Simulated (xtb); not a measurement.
C2H7NSi2, SMILES N[SiH2]C#C[SiH3]. All values are semi-empirical tight-binding results from xtb (GFN2-xTB unless named), good for trends rather than for accurate numbers. Geometry optimised at GFN2-xTB. The values are those of a single conformer.

Optimised geometry:

Bonded distances (Å): Si1–C2 1.847, Si1–H6 1.467, Si1–H7 1.466, Si1–H8 1.466, C2–C3 1.212, C3–Si4 1.861, Si4–N5 1.725, Si4–H9 1.464, Si4–H10 1.464, N5–H11 1.007, N5–H12 1.007. Angles (°): C2–Si1–H6 108.4, C2–Si1–H7 108.6, C2–Si1–H8 108.5, H6–Si1–H7 110.4, H6–Si1–H8 110.3, H7–Si1–H8 110.6, Si1–C2–C3 179.7, C2–C3–Si4 178.3, C3–Si4–N5 114.5, C3–Si4–H9 108.1, C3–Si4–H10 108.1, N5–Si4–H9 105.6, N5–Si4–H10 105.6, H9–Si4–H10 115.1, Si4–N5–H11 118.8, Si4–N5–H12 118.8, H11–N5–H12 109.5.
Charge 0, spin multiplicity 1.

| Property | Result |
|---|---|
| orbital gap | 4.25 eV |
| dipole moment | 1.06 D |
| zero-point energy | 46.7 kcal/mol |
| G − E(el) at 298.15 K (modified RRHO) | 25.2 kcal/mol |
| static polarisability (D4 model) | 88.3 bohr³ |
| solvation energy, GFN2-xTB/ALPB(water) | -1.4 kcal/mol |
| solvation energy, GFN2-xTB/ALPB(chcl3) | -3.8 kcal/mol |

Problem. Give the atomic charges and the Wiberg bond orders between heavy atoms. (An estimate is asked for; the answer gives what the named calculation found.)

Solution. charges (e) Si1 0.45, C2 -0.13, C3 -0.13, Si4 0.48, N5 -0.41, H6 -0.11, H7 -0.11, H8 -0.11, H9 -0.10, H10 -0.10, H11 0.14, H12 0.14. Bond orders Si1–C2 0.94, C2–C3 2.84, C3–Si4 0.91, Si4–N5 1.12.
